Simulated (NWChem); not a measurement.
Si2H3Cl2F; SMILES [SiH2]([Si@@H](Cl)F)Cl

```xyz
8

F      1.8225    -0.8547    -0.4624
Si     0.4517    -0.8046     0.4025
Cl    -0.6205    -2.5227     0.0099
Si    -0.8557     0.9927    -0.3262
Cl     0.1298     2.7556     0.1480
H      0.8243    -0.7894     1.8402
H     -1.0563     0.9178    -1.8005
H     -2.1749     0.9723     0.3676
```
Atoms are numbered in this order, from 1.

All runs: NWChem. Pople sets run with spherical d functions. STO-3G and 3-21G are far too small for this property and stand as cheap habits. Coordinates come from a PBE0/def2-SVP optimisation. Vertical excitations in the gas phase; the lowest state need not have the same character in each row.

| level | basis functions | lowest excitation, singlet (eV) | oscillator strength of that lowest state | orbital gap (eV) |
|---|---|---|---|---|
| PBE0/3-21G, TDA | 67 | 6.09 | 0.034 | 7.32 |
| PBE0/6-31G*, TDA | 92 | 6.11 | 0.029 | 7.37 |
| PBE0/6-31+G*, TDA | 112 | 6.01 | 0.030 | 7.25 |
| PBE0/def2-SVP, TDA | 101 | 6.17 | 0.029 | 7.44 |
